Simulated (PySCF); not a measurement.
C₃H₁₂OSi₂. Atoms are numbered in the order given.

```xyz
18

C     -1.7379    -1.3108    -0.9306
Si    -1.3292     0.3923    -0.2283
C     -2.6879     0.9546     0.9531
C      0.3380     0.3490     0.6688
Si     1.7821    -0.3165    -0.3284
O      3.2671     0.0135     0.3721
H     -2.7228    -1.3081    -1.4253
H     -1.7633    -2.0691    -0.1304
H     -0.9896    -1.6325    -1.6728
H     -1.2268     1.3702    -1.3559
H     -3.6611     1.0134     0.4388
H     -2.7916     0.2492     1.7943
H     -2.4654     1.9497     1.3712
H      0.5820     1.3778     0.9900
H      0.2218    -0.2543     1.5880
H      1.5983    -1.7912    -0.5079
H      1.8363     0.3373    -1.6623
H      3.4314    -0.3672     1.2424
```
Charge 0, spin multiplicity 1.

The structure is a stationary point at B3LYP-D3(BJ)/def2-SVP. The structure was generated by enumeration, and PubChem lists no compound with its InChIKey, so it may never have been made. Other conformers were not sampled.

These are B3LYP-D3(BJ)/def2-SVP in PySCF values and carry that method's errors.

Frequencies are harmonic and unscaled.

**Question.** Estimate the vibrational spectrum. (The exact figures need the calculation; the answer reports its results.)

**Answer.** 
```json
[
 {"mode": "1", "ν (cm⁻¹)": "31", "IR (km/mol)": "3.0", "moving atoms (share of kinetic energy)": "H 35 %, Si 32 %, C 17 %, O 16 %"},
 {"mode": "2", "ν (cm⁻¹)": "64", "IR (km/mol)": "0.2", "moving atoms (share of kinetic energy)": "C 44 %, H 30 %, O 22 %"},
 {"mode": "3", "ν (cm⁻¹)": "101", "IR (km/mol)": "1.9", "moving atoms (share of kinetic energy)": "C 39 %, H 29 %, O 16 %, Si 16 %"},
 {"mode": "4", "ν (cm⁻¹)": "162", "IR (km/mol)": "1.1", "moving atoms (share of kinetic energy)": "H 96 %"},
 {"mode": "5", "ν (cm⁻¹)": "169", "IR (km/mol)": "6.8", "moving atoms (share of kinetic energy)": "H 76 %, C 15 %"},
 {"mode": "6", "ν (cm⁻¹)": "179", "IR (km/mol)": "37.7", "moving atoms (share of kinetic energy)": "H 78 %, Si 11 %"},
 {"mode": "7", "ν (cm⁻¹)": "195", "IR (km/mol)": "6.6", "moving atoms (share of kinetic energy)": "H 43 %, C 38 %, Si 16 %"},
 {"mode": "8", "ν (cm⁻¹)": "221", "IR (km/mol)": "42.8", "moving atoms (share of kinetic energy)": "H 44 %, Si 22 %, C 21 %, O 13 %"},
 {"mode": "9", "ν (cm⁻¹)": "239", "IR (km/mol)": "0.9", "moving atoms (share of kinetic energy)": "Si 38 %, H 34 %, C 26 %"},
 {"mode": "10", "ν (cm⁻¹)": "276", "IR (km/mol)": "32.5", "moving atoms (share of kinetic energy)": "Si 34 %, O 30 %, H 26 %, C 10 %"},
 {"mode": "11", "ν (cm⁻¹)": "486", "IR (km/mol)": "3.8", "moving atoms (share of kinetic energy)": "H 90 %"},
 {"mode": "12", "ν (cm⁻¹)": "604", "IR (km/mol)": "8.2", "moving atoms (share of kinetic energy)": "C 48 %, H 40 %, Si 12 %"},
 {"mode": "13", "ν (cm⁻¹)": "618", "IR (km/mol)": "19.3", "moving atoms (share of kinetic energy)": "H 87 %, C 10 %"},
 {"mode": "14", "ν (cm⁻¹)": "630", "IR (km/mol)": "34.1", "moving atoms (share of kinetic energy)": "H 75 %, C 18 %"},
 {"mode": "15", "ν (cm⁻¹)": "670", "IR (km/mol)": "20.9", "moving atoms (share of kinetic energy)": "C 45 %, H 31 %, Si 22 %"},
 {"mode": "16", "ν (cm⁻¹)": "700", "IR (km/mol)": "7.6", "moving atoms (share of kinetic energy)": "C 42 %, H 38 %, Si 20 %"},
 {"mode": "17", "ν (cm⁻¹)": "718", "IR (km/mol)": "42.8", "moving atoms (share of kinetic energy)": "H 89 %"},
 {"mode": "18", "ν (cm⁻¹)": "753", "IR (km/mol)": "34.2", "moving atoms (share of kinetic energy)": "C 42 %, H 36 %, Si 21 %"},
 {"mode": "19", "ν (cm⁻¹)": "770", "IR (km/mol)": "72.3", "moving atoms (share of kinetic energy)": "H 55 %, C 25 %, Si 19 %"},
 {"mode": "20", "ν (cm⁻¹)": "829", "IR (km/mol)": "221.9", "moving atoms (share of kinetic energy)": "H 44 %, O 34 %, Si 15 %"},
 {"mode": "21", "ν (cm⁻¹)": "838", "IR (km/mol)": "79.8", "moving atoms (share of kinetic energy)": "H 65 %, C 20 %"},
 {"mode": "22", "ν (cm⁻¹)": "856", "IR (km/mol)": "59.9", "moving atoms (share of kinetic energy)": "H 65 %, C 23 %, Si 11 %"},
 {"mode": "23", "ν (cm⁻¹)": "888", "IR (km/mol)": "94.7", "moving atoms (share of kinetic energy)": "H 67 %, Si 13 %, O 12 %"},
 {"mode": "24", "ν (cm⁻¹)": "893", "IR (km/mol)": "176.7", "moving atoms (share of kinetic energy)": "H 70 %, O 13 %, Si 10 %"},
 {"mode": "25", "ν (cm⁻¹)": "902", "IR (km/mol)": "78.3", "moving atoms (share of kinetic energy)": "H 81 %, C 11 %"},
 {"mode": "26", "ν (cm⁻¹)": "931", "IR (km/mol)": "39.9", "moving atoms (share of kinetic energy)": "H 78 %, Si 15 %"},
 {"mode": "27", "ν (cm⁻¹)": "964", "IR (km/mol)": "141.8", "moving atoms (share of kinetic energy)": "H 89 %, Si 9 %"},
 {"mode": "28", "ν (cm⁻¹)": "1016", "IR (km/mol)": "8.4", "moving atoms (share of kinetic energy)": "H 94 %"},
 {"mode": "29", "ν (cm⁻¹)": "1070", "IR (km/mol)": "241.9", "moving atoms (share of kinetic energy)": "H 59 %, C 35 %"},
 {"mode": "30", "ν (cm⁻¹)": "1269", "IR (km/mol)": "26.9", "moving atoms (share of kinetic energy)": "H 78 %, C 22 %"},
 {"mode": "31", "ν (cm⁻¹)": "1276", "IR (km/mol)": "15.9", "moving atoms (share of kinetic energy)": "H 79 %, C 21 %"},
 {"mode": "32", "ν (cm⁻¹)": "1383", "IR (km/mol)": "3.3", "moving atoms (share of kinetic energy)": "H 92 %, C 8 %"},
 {"mode": "33", "ν (cm⁻¹)": "1430", "IR (km/mol)": "0.3", "moving atoms (share of kinetic energy)": "H 95 %"},
 {"mode": "34", "ν (cm⁻¹)": "1433", "IR (km/mol)": "2.2", "moving atoms (share of kinetic energy)": "H 96 %"},
 {"mode": "35", "ν (cm⁻¹)": "1439", "IR (km/mol)": "2.1", "moving atoms (share of kinetic energy)": "H 96 %"},
 {"mode": "36", "ν (cm⁻¹)": "1443", "IR (km/mol)": "7.6", "moving atoms (share of kinetic energy)": "H 96 %"},
 {"mode": "37", "ν (cm⁻¹)": "2189", "IR (km/mol)": "135.4", "moving atoms (share of kinetic energy)": "H 97 %"},
 {"mode": "38", "ν (cm⁻¹)": "2195", "IR (km/mol)": "127.6", "moving atoms (share of kinetic energy)": "H 97 %"},
 {"mode": "39", "ν (cm⁻¹)": "2249", "IR (km/mol)": "120.8", "moving atoms (share of kinetic energy)": "H 97 %"},
 {"mode": "40", "ν (cm⁻¹)": "3022", "IR (km/mol)": "3.1", "moving atoms (share of kinetic energy)": "H 95 %"},
 {"mode": "41", "ν (cm⁻¹)": "3024", "IR (km/mol)": "6.3", "moving atoms (share of kinetic energy)": "H 97 %"},
 {"mode": "42", "ν (cm⁻¹)": "3026", "IR (km/mol)": "3.6", "moving atoms (share of kinetic energy)": "H 97 %"},
 {"mode": "43", "ν (cm⁻¹)": "3080", "IR (km/mol)": "3.0", "moving atoms (share of kinetic energy)": "H 91 %, C 9 %"},
 {"mode": "44", "ν (cm⁻¹)": "3113", "IR (km/mol)": "0.6", "moving atoms (share of kinetic energy)": "H 91 %, C 9 %"},
 {"mode": "45", "ν (cm⁻¹)": "3114", "IR (km/mol)": "15.1", "moving atoms (share of kinetic energy)": "H 91 %, C 9 %"},
 {"mode": "46", "ν (cm⁻¹)": "3118", "IR (km/mol)": "7.4", "moving atoms (share of kinetic energy)": "H 91 %, C 9 %"},
 {"mode": "47", "ν (cm⁻¹)": "3119", "IR (km/mol)": "9.6", "moving atoms (share of kinetic energy)": "H 91 %, C 9 %"},
 {"mode": "48", "ν (cm⁻¹)": "3874", "IR (km/mol)": "81.0", "moving atoms (share of kinetic energy)": "H 94 %"}
]
```
